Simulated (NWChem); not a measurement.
# CH5InO; SMILES [InH]([CH3])[OH]

```xyz
8

In    -0.2893     0.0274    -0.0002
H     -1.9799     0.4004     0.0016
C      0.8388    -1.7997    -0.0003
H      0.6576    -2.3585     0.9296
H      1.9076    -1.5576    -0.0751
H      0.5467    -2.4365    -0.8479
O      0.9415     1.6178    -0.0003
H      0.4800     2.4631     0.0035
```
Atoms are numbered in this order, from 1.

Program: NWChem. Coordinates come from a PBE0/def2-SVP (def2 core potentials past Kr) optimisation.

For level B3LYP/STO-3G, non-relativistic:

```
Item                         Value
---------------------------  -----
highest occupied level (eV)  -3.61
orbital gap (eV)              6.06
dipole (D)                    1.12
```

Q: How do the values read with level B3LYP/3-21G, non-relativistic instead?

A: 
- highest occupied level (eV) = -6.90
- orbital gap (eV) = 5.91
- dipole (D) = 1.26
